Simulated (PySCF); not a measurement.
**Bonding in `O=S(=O)(O)C1=C(C[SiH3])C[SiH2]1`**

C₄H₁₀O₃SSi₂.
Atom-mapped SMILES: `[O:1]=[S:2](=[O:3])([OH:4])[C:5]1=[C:6]([CH2:7][SiH3:8])[CH2:9][SiH2:10]1` (hydrogens: H11 on O4; H12, H13 on C7; H14, H15, H16 on Si8; H17, H18 on C9; H19, H20 on Si10)

Cartesian coordinates in Å at the GFN2-xTB level; atoms count from 1:
```xyz
20
C4H10O3SSi2 angstrom
O     -0.0237    2.2140    0.0644
S     -1.2676    1.5069   -0.1276
O     -2.4178    2.0079    0.5659
O     -1.6229    1.6100   -1.7170
C     -1.0027   -0.1817    0.1175
C      0.1348   -0.7277   -0.3637
C      1.1707   -0.0727   -1.1293
Si     2.1428    1.1195    0.0647
C      0.1024   -2.1405    0.1715
Si    -1.5762   -1.7053    1.0369
H     -2.4922    2.0000   -1.8149
H      1.8437   -0.7845   -1.6013
H      0.7271    0.5730   -1.8823
H      2.3695    2.4202   -0.5387
H      1.7006    1.0198    1.4516
H      3.4708    0.4509    0.0872
H      0.9534   -2.3489    0.8170
H      0.0978   -2.8925   -0.6158
H     -1.5531   -1.6824    2.4969
H     -2.7626   -2.3753    0.5043
```

Bond orders from the PBE0/pcSseg-1 density (PySCF). Geometry: GFN2-xTB, one conformer, isolated molecule.

(1) How far do the computed orders between heavy atoms stray from the drawn ones?

(2) Give the Mayer order of every bond, beside its length.

Results:

(1) The largest departure is 0.374, at C5–C6 (drawn double, 1.626). Drawn single, order below 0.88: C7–Si8 (0.779) and Si10–C5 (0.865). Drawn double or triple, more than 0.30 short of the drawn order: O1–S2 (1.631) and C5–C6 (1.626).

(2) 
```
    bond  drawn as  length (Å)  Mayer order
   O1–S2    double       1.444        1.631
   S2–O3    double       1.433        1.791
   S2–O4    single       1.632        0.937
   S2–C5    single       1.727        0.958
   C5–C6    double       1.350        1.626
   C6–C7    single       1.445        1.112
  C7–Si8    single       1.947        0.779
   C6–C9    single       1.511        1.014
 C9–Si10    single       1.938        0.900
 Si10–C5    single       1.870        0.865
  O4–H11    single       0.958        0.923
  C7–H12    single       1.087        0.936
  C7–H13    single       1.087        0.906
 Si8–H14    single       1.452        0.947
 Si8–H15    single       1.459        0.952
 Si8–H16    single       1.487        0.907
  C9–H17    single       1.088        0.933
  C9–H18    single       1.089        0.930
Si10–H19    single       1.460        0.937
Si10–H20    single       1.463        0.935
```

Bonds between the same two heavy elements. O–S: lowest S2–O4 (0.937, 1.632 Å), highest S2–O3 (1.791, 1.433 Å). C–C: lowest C6–C9 (1.014, 1.511 Å), highest C5–C6 (1.626, 1.350 Å). C–Si: lowest C7–Si8 (0.779, 1.947 Å), highest C9–Si10 (0.900, 1.938 Å); in 1 of the 3 pairs the longer bond (by over 0.003 Å) has the higher order (by 0.02 or more).

Sum the orders of all bonds at each heavy atom with more than one neighbour and set the sums beside the valence in the SMILES.

S2 5.317 (drawn 6), O4 1.860 (drawn 2), C5 3.449 (drawn 4), C6 3.752 (drawn 4), C7 3.733 (drawn 4), Si8 3.585 (drawn 4), C9 3.777 (drawn 4), Si10 3.637 (drawn 4). Orders between atoms that aren't bonded are not in these sums.

For a closed shell the Mayer order of atoms A and B is Σ (PS)μν (PS)νμ over the basis functions μ on A and ν on B, with P the density and S the overlap matrix.
